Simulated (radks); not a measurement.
All-electron atom: the antimony ion Sb2+ in [Kr] 4d10 5s2 5d1 (not the ground configuration). Calculated with a radial shooting solver on a logarithmic mesh with Libxc functionals: scalar-relativistic Kohn-Sham, LDA (Slater exchange, Perdew-Wang correlation), spin-polarised, spherical densities, finite nucleus; open shells are filled with parallel spins first (spin-orbit coupling, left out, can overturn this in heavy ions); Fermi nuclear charge, rms radius 4.6802 fm.

X-ray form factor f0, the Fourier transform of the density (f0(0) = 49):

| sin(theta)/lambda (1/angstrom) | f0 (electrons) |
|---|---|
| 0.05 | 48.207 |
| 0.1 | 46.219 |
| 0.15 | 43.694 |
| 0.2 | 40.996 |
| 0.25 | 38.270 |
| 0.3 | 35.610 |
| 0.4 | 30.763 |
| 0.5 | 26.762 |
| 0.6 | 23.634 |
| 0.8 | 19.420 |
| 1 | 16.671 |
| 1.25 | 13.848 |
| 1.5 | 11.310 |
| 2 | 7.629 |
